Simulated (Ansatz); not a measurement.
Ga3. Charge 0, multiplicity 2. Geometry relaxed at PBE-D4/def2-TZVP.

Cartesian coordinates in Å:
```
Ga 0.500 -1.245 0.571
Ga 0.936 1.009 -0.480
Ga -1.436 0.236 -0.091
```

The order of the spin states hangs on the level: the quartet lies 0.05 eV below the doublet at PBE0-D4/def2-TZVP, but 0.01 eV above it at PBE-D4/def2-TZVP. The structure comes from a short search, and lower isomers may exist.

(1) Estimate the harmonic wavenumbers at UKS PBE-D4/def2-TZVP (Ansatz, unscaled). Is this a minimum?

## Answers

(1) 125, 125, 208 cm⁻¹. Yes, no mode is imaginary beyond noise. Zero-point energy 2.7 kJ/mol. It took 52 s on 2 threads of Intel Xeon Platinum 8375C on a shared host.
